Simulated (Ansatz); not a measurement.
C2H9NOSi (`CN(C)[SiH2]O`). Charge 0, multiplicity 1.

```xyz
14

C    -0.505   -1.403    0.556
N     0.187   -0.288   -0.043
C     0.388   -0.424   -1.464
Si    0.441    1.170    0.808
O    -0.869    2.150    1.039
H    -1.522   -1.524    0.157
H     0.036   -2.341    0.374
H    -0.585   -1.268    1.637
H     0.949    0.428   -1.854
H    -0.561   -0.489   -2.015
H     0.961   -1.333   -1.692
H     1.479    1.901    0.034
H     0.844    0.841    2.194
H    -1.244    2.579    0.269
```

(1) List the harmonic frequencies (cm⁻¹, unscaled) at PBE0-D4/def2-TZVP in Ansatz. (Best estimate.)

(2) Is this a minimum?

(3) Give the ideal-gas thermochemistry at 298.15 K and 1 bar (rigid rotor, harmonic oscillator; point group C1, symmetry number 1).

(4) And at 400, 500, 600, 800 and 1000 K?

Answers

(1) Computed: 58, 122, 213, 227, 243, 282, 334, 378, 629, 671, 792, 848, 900, 931, 934, 1038, 1094, 1121, 1171, 1243, 1337, 1442, 1469, 1470, 1479, 1502, 1525, 2213, 2256, 2985, 2993, 3030, 3040, 3115, 3117, 3922.

(2) Yes, all 36 modes are real.

(3) Zero-point energy 299.8 kJ/mol; H(298) − E = 322.7 kJ/mol; entropy 355.9 J/(mol·K), of which translation 165.1, rotation 111.2, vibration 79.5; G(298) − E = 216.6 kJ/mol. Modes under 100 cm⁻¹ are hindered rotations or soft bends, so the harmonic entropy is rough.

(4) 
```tsv
T (K)	H − E (kJ/mol)	S (J/mol/K)	G − E (kJ/mol)
400	336.2	394.8	178.3
500	352.1	430.1	137.1
600	370.2	463.1	92.4
800	411.7	522.5	-6.3
1000	458.7	574.8	-116.2
```
